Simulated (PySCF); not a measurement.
## Telling isomers of C5H3F3O apart by NMR

PySCF calculation with geometry: GFN2-xTB and NMR shieldings at PBE0/pcSseg-1/GIAO; no relativistic terms, one averaged value for each set of equivalent atoms, single conformer, in vacuum.

Scale: ¹H (31.72 ppm) and ¹³C (186.93 ppm) vs TMS (reference shieldings calculated alike). Splittings of carbon signals by F and P are missing where no couplings were computed. Where no couplings were computed, multiplicities follow the n + 1 count of equivalent neighbours, and m marks all less simple cases (inequivalent or close neighbours, rings, F or P nearby). Shifts are as computed. Against solution values, carbons near 30 ppm lie about +3 ppm off and those near 130 ppm about +5 ppm. Of 1211 compounds with measured shifts, 218 miss one by over three times the rms of a fit or turn the order of signals round; such compounds aren't used in these exercises.

(1) Tabulate the signals of `FC1=C[C@H](F)C(F)=CO1`, `C#CC(=C)OC(F)(F)F` and their relative energies.

(2) What is the quickest way to tell FC1=C[C@H](F)C(F)=CO1 from C#CC(=C)OC(F)(F)F?

Results:

(1) 
```json
{"SMILES": "FC1=C[C@H](F)C(F)=CO1", "carbon types": "2×C 3×CH", "δC": "169.9, 158.9, 136.7, 85.0, 83.9", "δH": "7.30 (m, 1H), 6.20 (m, 1H), 5.33 (m, 1H)", "E rel. (kcal/mol)": "0.0"}
{"SMILES": "C#CC(=C)OC(F)(F)F", "carbon types": "3×C 1×CH 1×CH2", "δC": "144.1, 129.4, 116.4, 96.3, 78.0", "δH": "5.66 (m, 1H), 5.61 (m, 1H), 3.10 (s, 1H)", "E rel. (kcal/mol)": "21.9"}
```

Energies are electronic energies at PBE0/pcSseg-1 on these geometries, without zero-point or thermal terms, each for the one conformer computed, which needn't be the lowest.

(2) Both give the same number of carbon signals, but DEPT or the intensities differ. The first has an alkene carbon bearing oxygen (CH) at 136.7 ppm, the second a β carbon of an enol-ether or enamine type C=C (CH2) at 116.4 ppm. Their most deshielded carbons lie at 169.9 and 144.1 ppm. In the proton spectra the most deshielded non-exchanging signals are 7.30 (m, 1H) and 5.66 (m, 1H).
